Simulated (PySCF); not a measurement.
PySCF job for Se(Cl)(NH2) (ClH2NSe), SMILES N[Se]Cl, ADC(2)/aug-cc-pVDZ. Geometry optimised at B3LYP-D3(BJ)/def2-TZVP. Other conformers were not sampled.

```python
import numpy as np
from pyscf import gto, scf, dft, adc

mol = gto.M(
    atom='''
    Se    0.45122279   -0.44765471    0.00000000
    Cl   -0.29022778    1.66413767   -0.00000000
    N    -1.03244801   -1.46145538   -0.00000000
    H    -1.59028335   -1.41994630    0.84152114
    H    -1.59028335   -1.41994630   -0.84152113
    ''',
    basis='aug-cc-pVDZ',
    charge=0,
    spin=0,
    max_memory=1600,
    verbose=4,
)
mf = scf.RHF(mol)
mf.conv_tol = 1e-10
mf.max_cycle = 100
mf.kernel()
res = {}
for kind, nroots in (('ee', 6), ('ip', 6), ('ea', 2)):
    a = adc.ADC(mf).density_fit('aug-cc-pvdz-ri')
    a.method, a.method_type = 'adc(2)', kind
    e, v, p, x = a.kernel(nroots=nroots)
    res[kind] = (e * 27.211386245988, p)
for kind, (e, p) in res.items():
    print(kind, 'energies / eV', np.round(e, 3), 'strengths', np.round(p, 4))
```

It prints:

```
PySCF version 2.14.0

[INPUT] verbose = 4
[INPUT] num. atoms = 5
[INPUT] num. electrons = 60
[INPUT] charge = 0
[INPUT] spin (= nelec alpha-beta = 2S) = 0
[INPUT] symmetry False subgroup None
[INPUT] Mole.unit = angstrom
[INPUT] Symbol           X                Y                Z      unit          X                Y                Z       unit  Magmom
[INPUT]  1 Se     0.451222790000  -0.447654710000   0.000000000000 AA    0.852687494262  -0.845944800272   0.000000000000 Bohr   0.0
[INPUT]  2 Cl    -0.290227780000   1.664137670000   0.000000000000 AA   -0.548451017941   3.144764429872   0.000000000000 Bohr   0.0
[INPUT]  3 N     -1.032448010000  -1.461455380000   0.000000000000 AA   -1.951043976752  -2.761750411472   0.000000000000 Bohr   0.0
[INPUT]  4 H     -1.590283350000  -1.419946300000   0.841521140000 AA   -3.005199991956  -2.683309618589   1.590244482632 Bohr   0.0
[INPUT]  5 H     -1.590283350000  -1.419946300000  -0.841521130000 AA   -3.005199991956  -2.683309618589  -1.590244463735 Bohr   0.0

nuclear repulsion = 254.121370473225
number of shells = 35
number of NR pGTOs = 193
number of NR cGTOs = 104
basis = aug-cc-pVDZ
ecp = {}


******** <class 'pyscf.scf.hf.RHF'> ********
method = RHF
initial guess = minao
damping factor = 0
level_shift factor = 0
DIIS = <class 'pyscf.scf.diis.CDIIS'>
diis_start_cycle = 1
diis_space = 8
diis_damp = 0
SCF conv_tol = 1e-10
SCF conv_tol_grad = None
SCF max_cycles = 100
direct_scf = True
direct_scf_tol = 1e-13
Set gradient conv threshold to 1e-05
Initial guess from minao.
init E= -2914.1914069211
  HOMO = -0.237167665247343  LUMO = -0.0621351450132077  gap/eV = 4.76288
cycle= 1 E= -2914.88817229328  delta_E= -0.697  |g|= 0.326  |ddm|= 2.24
  HOMO = -0.36168288046998  LUMO = 0.0175955843731739  gap/eV = 10.32069
cycle= 2 E= -2914.92284814073  delta_E= -0.0347  |g|= 0.188  |ddm|= 0.526
  HOMO = -0.35513100477782  LUMO = 0.029630427567171  gap/eV = 10.46989
cycle= 3 E= -2914.93191361159  delta_E= -0.00907  |g|= 0.0386  |ddm|= 0.165
  HOMO = -0.35511758226864  LUMO = 0.0316277741554933  gap/eV = 10.52388
cycle= 4 E= -2914.93280740486  delta_E= -0.000894  |g|= 0.0148  |ddm|= 0.0686
  HOMO = -0.356902761149011  LUMO = 0.0319399428122074  gap/eV = 10.58095
cycle= 5 E= -2914.93292997687  delta_E= -0.000123  |g|= 0.00488  |ddm|= 0.0244
  HOMO = -0.356428472890027  LUMO = 0.0319234437116962  gap/eV = 10.56759
cycle= 6 E= -2914.93295093283  delta_E= -2.1e-05  |g|= 0.00179  |ddm|= 0.0112
  HOMO = -0.356535886378479  LUMO = 0.0319950390086148  gap/eV = 10.57246
cycle= 7 E= -2914.93295415768  delta_E= -3.22e-06  |g|= 0.000621  |ddm|= 0.00483
  HOMO = -0.356483162300113  LUMO = 0.0320166918481006  gap/eV = 10.57162
cycle= 8 E= -2914.93295452511  delta_E= -3.67e-07  |g|= 0.000148  |ddm|= 0.00181
  HOMO = -0.356448008957546  LUMO = 0.032017724338365  gap/eV = 10.57069
cycle= 9 E= -2914.93295454627  delta_E= -2.12e-08  |g|= 4.46e-05  |ddm|= 0.000451
  HOMO = -0.356451530061022  LUMO = 0.0320170246210516  gap/eV = 10.57077
cycle= 10 E= -2914.93295454825  delta_E= -1.97e-09  |g|= 1.46e-05  |ddm|= 0.000133
  HOMO = -0.356450201122804  LUMO = 0.03201665244673  gap/eV = 10.57072
cycle= 11 E= -2914.93295454848  delta_E= -2.28e-10  |g|= 4.81e-06  |ddm|= 4.35e-05
  HOMO = -0.356450503035822  LUMO = 0.0320166192961056  gap/eV = 10.57073
cycle= 12 E= -2914.93295454851  delta_E= -3.18e-11  |g|= 1.63e-06  |ddm|= 1.7e-05
  HOMO = -0.356450664842017  LUMO = 0.0320166058309819  gap/eV = 10.57073
Extra cycle  E= -2914.93295454851  delta_E= -6.82e-12  |g|= 8.7e-07  |ddm|= 3.26e-06
converged SCF energy = -2914.93295454851

******** <class 'pyscf.adc.radc.RADC'> ********
******** ADC Orbital Information ********
Number of Frozen Occupied Orbitals: 0
Number of Frozen Virtual Orbitals: 0
Number of Active Occupied Orbitals: 30
Number of Active Virtual Orbitals: 74
*****************************************
******** <class 'pyscf.df.df.DF'> ********
auxbasis = aug-cc-pvdz-ri
Reference correlation energy (doubles): -0.49771411
MP2 correlation energy of reference state (a.u.) = -0.49771411

******** <class 'pyscf.adc.radc_ee.RADCEE'> ********
max_space = 12
max_cycle = 50
conv_tol = 1e-08

*************************************************************
        ADC calculation summary (singlet states only)
*************************************************************
adc(2) root 0  |  Energy (Eh) =   0.1267149904  |  Energy (eV) =   3.44809052  |  Osc. strength = 0.00141763  |  conv = True
adc(2) root 1  |  Energy (Eh) =   0.1835481814  |  Energy (eV) =   4.99460042  |  Osc. strength = 0.00071325  |  conv = True
adc(2) root 2  |  Energy (Eh) =   0.1975348006  |  Energy (eV) =   5.37519571  |  Osc. strength = 0.07543654  |  conv = True
adc(2) root 3  |  Energy (Eh) =   0.2202443789  |  Energy (eV) =   5.99315481  |  Osc. strength = 0.00994278  |  conv = True
adc(2) root 4  |  Energy (Eh) =   0.2212037895  |  Energy (eV) =   6.01926170  |  Osc. strength = 0.09294876  |  conv = True
adc(2) root 5  |  Energy (Eh) =   0.2312415900  |  Energy (eV) =   6.29240417  |  Osc. strength = 0.00039003  |  conv = True

******** <class 'pyscf.adc.radc.RADC'> ********
******** ADC Orbital Information ********
Number of Frozen Occupied Orbitals: 0
Number of Frozen Virtual Orbitals: 0
Number of Active Occupied Orbitals: 30
Number of Active Virtual Orbitals: 74
*****************************************
******** <class 'pyscf.df.df.DF'> ********
auxbasis = aug-cc-pvdz-ri
Reference correlation energy (doubles): -0.49771411
MP2 correlation energy of reference state (a.u.) = -0.49771411

******** <class 'pyscf.adc.radc_ip.RADCIP'> ********
max_space = 12
max_cycle = 50
conv_tol = 1e-08

*************************************************************
        ADC calculation summary (doublet states only)
*************************************************************
adc(2) root 0  |  Energy (Eh) =   0.3187611327  |  Energy (eV) =   8.67393223  |  Spec. factor = 1.81499797  |  conv = True
adc(2) root 1  |  Energy (Eh) =   0.3645698273  |  Energy (eV) =   9.92045030  |  Spec. factor = 1.72847031  |  conv = True
adc(2) root 2  |  Energy (Eh) =   0.3971162704  |  Energy (eV) =  10.80608413  |  Spec. factor = 1.75838359  |  conv = True
adc(2) root 3  |  Energy (Eh) =   0.4161721741  |  Energy (eV) =  11.32462168  |  Spec. factor = 1.74602066  |  conv = True
adc(2) root 4  |  Energy (Eh) =   0.4670427107  |  Energy (eV) =  12.70887949  |  Spec. factor = 1.76556756  |  conv = True
adc(2) root 5  |  Energy (Eh) =   0.5399010443  |  Energy (eV) =  14.69145573  |  Spec. factor = 1.73273241  |  conv = True

******** <class 'pyscf.adc.radc.RADC'> ********
******** ADC Orbital Information ********
Number of Frozen Occupied Orbitals: 0
Number of Frozen Virtual Orbitals: 0
Number of Active Occupied Orbitals: 30
Number of Active Virtual Orbitals: 74
*****************************************
******** <class 'pyscf.df.df.DF'> ********
auxbasis = aug-cc-pvdz-ri
Reference correlation energy (doubles): -0.49771411
MP2 correlation energy of reference state (a.u.) = -0.49771411

******** <class 'pyscf.adc.radc_ea.RADCEA'> ********
max_space = 12
max_cycle = 50
conv_tol = 1e-08

*************************************************************
        ADC calculation summary (doublet states only)
*************************************************************
adc(2) root 0  |  Energy (Eh) =  -0.0003107996  |  Energy (eV) =  -0.00845729  |  Spec. factor = 1.85421877  |  conv = True
adc(2) root 1  |  Energy (Eh) =   0.0162101486  |  Energy (eV) =   0.44110061  |  Spec. factor = 1.94698308  |  conv = True
ee energies / eV [3.448 4.995 5.375 5.993 6.019 6.292] strengths [0.0014 0.0007 0.0754 0.0099 0.0929 0.0004]
ip energies / eV [ 8.674  9.92  10.806 11.325 12.709 14.691] strengths [1.815  1.7285 1.7584 1.746  1.7656 1.7327]
ea energies / eV [-0.008  0.441] strengths [1.8542 1.947 ]
```

The run converged.
